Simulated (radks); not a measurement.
Values are calculated unless marked as measured or tabulated.
I3+, 50 electrons, occupied as [Kr] 4d10 5s2 5p1 7d1 (not the ground configuration).

Level of theory: scalar-relativistic Kohn-Sham, r2SCAN, spin-unpolarised, spherical densities, finite nucleus; meta-GGA in the generalised Kohn-Sham scheme; Fermi nuclear charge, rms radius 4.75 fm (a radial shooting solver on a logarithmic mesh with Libxc functionals).

Energy parts (hartree):
total: -7113.72695
kinetic: 7467.12270
electron-nucleus: -17136.89052
Hartree: 2736.30403
exchange-correlation: -180.26316

Orbitals (lengths in bohr, moments of r in powers of bohr; r(max) is where P^2 peaks):
| orbital | occ. | eigenvalue (hartree) | r(max) | <1/r> | <r^4> |
|---|---|---|---|---|---|
| 1s | 2 | -1215.820 | 0.01754 | 56.83 | 2.647e-06 |
| 2s | 2 | -189.7809 | 0.09906 | 13.04 | 0.0004505 |
| 2p | 6 | -170.3811 | 0.07950 | 12.46 | 0.0003263 |
| 3s | 2 | -39.77886 | 0.2852 | 4.683 | 0.01918 |
| 3p | 6 | -33.45044 | 0.2791 | 4.446 | 0.02021 |
| 3d | 10 | -23.98822 | 0.2321 | 4.199 | 0.01774 |
| 4s | 2 | -8.32298 | 0.6809 | 1.880 | 0.5623 |
| 4p | 6 | -6.32785 | 0.7150 | 1.724 | 0.7703 |
| 4d | 10 | -3.40136 | 0.7765 | 1.450 | 1.587 |
| 5s | 2 | -1.99274 | 1.638 | 0.7277 | 18.55 |
| 5p | 1 | -1.50771 | 1.844 | 0.6353 | 31.15 |
| 7d | 1 | -0.27097 | 9.783 | 0.1456 | 11890 |

The highest occupied level is 7d at -7.373 eV. Summed over all electrons, <r^2> = 124.1 bohr^2, which gives a Langevin (diamagnetic) susceptibility term of -98.3 x 10^-6 cm^3/mol.
